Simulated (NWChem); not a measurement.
System: SnF cation, singlet; SMILES [F][Sn+]

The following NWChem deck was run.

```
start job
memory heap 200 mb stack 900 mb global 1100 mb
charge 1
geometry units angstroms noautoz
  Sn     0.000000     0.000000    -0.240315
  F      0.000000     0.000000     1.663356
end
basis spherical
  Sn library def2-tzvp
  F library def2-tzvp
end
ecp
  Sn library def2-ecp
end
dft
  xc pw6b95
  iterations 150
  mulliken
end
task dft energy
```

Low-valent species are run as closed-shell singlets; no triplet was tried in these runs. Structure relaxed at the PBE0/def2-SVP level. def2 effective core potentials on Sn; no spin-orbit coupling.

**Question.** What results follow from this input? (PW6B95/def2-TZVP with def2 effective core potentials on Sn.) Quantities: energy (Ha); highest occupied level (eV); orbital gap (eV).

**Answer.** 
```json
{
  "energy (Ha)": "-314.18",
  "highest occupied level (eV)": "-16.57",
  "orbital gap (eV)": "7.24"
}
```
